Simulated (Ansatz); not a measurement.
A calculation with Ansatz (development build ahead of 0.2.0).

```yaml
crystal:
  periodic: [false, false, false]
  atoms:
    - { symbol: Ni, position_ang: [0.0, 0.0, 0.0] }
    - { symbol: F, position_ang: [0.0, 0.0, 3.828] }
basis:
  gaussian: { orbitals: pcseg-2 }
magnetization:
  initial_magnetization: 3
hamiltonian:
  xc: { name: B3LYP }
```

The input is written out in the form of the current development build from the run's settings.

Results

- Converged: yes
- Total energy: -1608.14681 hartree
- Spin squared of the determinant: 3.750
- Stability test: minimum among restricted orbitals

Caution: stretched shape with no unrestricted run beside it, a lower state can exist; charge can spread falsely over distant fragments.
